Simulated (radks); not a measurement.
Question: Dy3+, configuration [Xe] 4f9 (the NIST ground configuration). Calculated with a radial shooting solver on a logarithmic mesh with Libxc functionals: Dirac Kohn-Sham, LDA (Slater exchange, Perdew-Wang correlation), spin-unpolarised, spherical densities, point nucleus; open shells are shared between the two j in proportion to 2j + 1. Some entries of the table are withheld. Estimate them.

orbital     occ.  eigenvalue (eV)  <1/r> (bohr^-1)
1s1/2          2        -53585.66            74.53
2s1/2          2        -8946.987            17.85
2p1/2          2        -8513.302              (1)
2p3/2          4        -7714.020              (2)
3s1/2          2        -2017.000            6.518
3p1/2          2              (3)            6.437
3p3/2          4              (4)            5.871
3d3/2          4              (5)            5.756
3d5/2          6              (6)            5.616
4s1/2          2        -424.8119            2.732
4p1/2          2        -350.0679              (7)
4p3/2          4        -312.6829              (8)
4d3/2          4        -189.3585            2.212
4d5/2          6        -182.5671            2.164
5s1/2          2         -78.4610            1.049
5p1/2          2         -57.5463              (9)
5p3/2          4         -52.3171             (10)
4f5/2    3.85714         -35.5167             (11)
4f7/2    5.14286         -34.5665             (12)

Answer: 
(1) 2p1/2 <1/r> (bohr^-1): 17.83
(2) 2p3/2 <1/r> (bohr^-1): 15.61
(3) 3p1/2 eigenvalue (eV): -1827.513
(4) 3p3/2 eigenvalue (eV): -1661.609
(5) 3d3/2 eigenvalue (eV): -1334.908
(6) 3d5/2 eigenvalue (eV): -1298.653
(7) 4p1/2 <1/r> (bohr^-1): 2.626
(8) 4p3/2 <1/r> (bohr^-1): 2.430
(9) 5p1/2 <1/r> (bohr^-1): 0.9327
(10) 5p3/2 <1/r> (bohr^-1): 0.8662
(11) 4f5/2 <1/r> (bohr^-1): 1.634
(12) 4f7/2 <1/r> (bohr^-1): 1.613
